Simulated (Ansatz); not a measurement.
Redistribution: C2HBr2F + C4H9F → C2HBrF2 + C4H9Br

Species: C2HBr2F `F/C(Br)=C/Br`, singlet; C4H9F (1-fluorobutane) `CCCCF`, singlet; C2HBrF2 `F/C=C(\F)Br`, singlet; C4H9Br (1-bromobutane) `CCCCBr`, singlet. The partners trade Br for F; both sit on C, so the bond types are kept.

Shapes, held fixed at every level: PBE0-D4/def2-TZVP. Flexible molecules stand in one conformer, not always the lowest. Programs: Ansatz 0.2.0. Electronic energies: no zero-point or thermal term.

| level | kind | ΔE (kJ/mol) | less CCSD(T)/def2-TZVPP |
| --- | --- | --- | --- |
| PBE-D4/def2-TZVPP | GGA | -0.4 | -1.9 |
| r2SCAN-D4/def2-TZVPP | meta-GGA | -0.7 | -2.2 |
| B3LYP-D4/def2-TZVPP | global hybrid | +0.9 | -0.6 |
| PBE0-D4/def2-TZVPP | global hybrid | -0.4 | -1.9 |
| wB97X-V/def2-TZVPP | range-separated hybrid | +1.2 | -0.3 |
| MP2/def2-TZVPP | perturbation theory | +5.5 | +4.0 |
| CCSD(T)/def2-TZVPP | coupled cluster or CI | +1.5 | 0.0 |

The highest level, CCSD(T)/def2-TZVPP, gives ΔE = +1.5 kJ/mol; the levels span -0.7 to +5.5. That is about zero within the method's error. They disagree on the sign: 4 of 7 are positive. The column of differences is taken from that level and isn't an error. No measured value is set beside it here. Relativity is left out for Br unless named. Correlated rows may include outer-core shells of Br, which these sets cover unevenly.
